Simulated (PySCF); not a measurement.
C2H8Sn.
Atom-mapped SMILES: `[CH3:1][CH2:2][SnH3:3]` (hydrogens: H4, H5, H6 on C1; H7, H8 on C2; H9, H10, H11 on Sn3)

Method: PySCF, PBE0-D3(BJ)/def2-SVP geometry optimisation, gas phase, def2 core potentials past Kr; density fitting, grid level 1; the optimiser is geomeTRIC in internal coordinates, started from a GFN2-xTB structure with every atom displaced at random (about 0.01 Å).

Step 0: E = -8030.9196 eV
```
atom  x, y, z in Å  |  force x, y, z in eV/Å
C1     -1.4160    0.2437    0.2174    0.075   1.140  -0.581
C2     -0.4186   -0.3780   -0.7037    0.750   0.261   0.229
Sn3     1.6094   -0.1339   -0.0226   -0.263  -0.214   0.136
H4     -2.4050    0.1155   -0.1864   -0.994  -0.170  -0.181
H5     -1.2715    1.3337    0.2869    0.049   0.025   0.140
H6     -1.4002   -0.1552    1.2088    0.047  -0.470   1.065
H7     -0.4772    0.0520   -1.6997   -0.014   0.178  -0.477
H8     -0.5988   -1.4340   -0.7998   -0.075  -0.932  -0.161
H9      1.8675   -0.7985    1.5074   -0.100  -0.260   0.429
H10     2.7306   -0.8426   -1.0274    0.467  -0.391  -0.592
H11     2.0514    1.4650    0.1322    0.058   0.833  -0.008
```

Step 1: E = -8031.0469 eV
```
atom  x, y, z in Å  |  force x, y, z in eV/Å
C1     -1.4301    0.2654    0.2120   -0.116  -0.117   0.148
C2     -0.3991   -0.3782   -0.7005    0.075  -0.121  -0.063
Sn3     1.6431   -0.1354   -0.0133    0.281   0.075   0.056
H4     -2.4551    0.1262   -0.1754    0.049  -0.010   0.023
H5     -1.2704    1.3481    0.3077    0.021   0.107   0.019
H6     -1.4100   -0.1582    1.2341    0.014   0.046  -0.157
H7     -0.4522    0.0458   -1.7169    0.026  -0.013   0.023
H8     -0.5723   -1.4646   -0.8053    0.007   0.108   0.021
H9      1.8177   -0.8518    1.5641   -0.025   0.119  -0.274
H10     2.7736   -0.8943   -1.1078   -0.254   0.173   0.241
H11     2.0266    1.5648    0.1143   -0.077  -0.369  -0.036
```

Question: Estimate the geometry and energy of step 2. (The exact step hangs on the optimiser's Hessian estimate; all steps are aligned on step 1, rigid shifts and turns removed.)

Answer: E = -8031.0630 eV, largest force 0.077 eV/Å
```
atom  x, y, z in Å  |  force x, y, z in eV/Å
C1     -1.4261    0.2656    0.2127   -0.039   0.006   0.016
C2     -0.3934   -0.3777   -0.7007    0.013  -0.021  -0.027
Sn3     1.6402   -0.1342   -0.0117   -0.021   0.009   0.000
H4     -2.4499    0.1236   -0.1725    0.004  -0.001   0.005
H5     -1.2672    1.3515    0.3122    0.003  -0.007   0.001
H6     -1.4017   -0.1606    1.2288    0.007   0.003  -0.014
H7     -0.4419    0.0448   -1.7171   -0.002  -0.001   0.002
H8     -0.5670   -1.4611   -0.8036   -0.016   0.011   0.004
H9      1.8133   -0.8383    1.5397    0.002  -0.037   0.068
H10     2.7474   -0.8780   -1.0841    0.040  -0.033  -0.053
H11     2.0178    1.5323    0.1092    0.009   0.068  -0.002
```

The energy changes by -0.0161 eV. The first-order estimate −F·Δx gives -0.0383 eV and the mean of the old and new forces, exact on a quadratic surface, -0.0155 eV. The step makes an angle of 38° with the force vector and moves no atom by more than 0.039 Å.

What follows is the cost of the whole optimisation. Hardware: Intel Xeon 6975P-C, one thread (shared host). Cost: 12 s wall, 0.40 GiB resident at most.
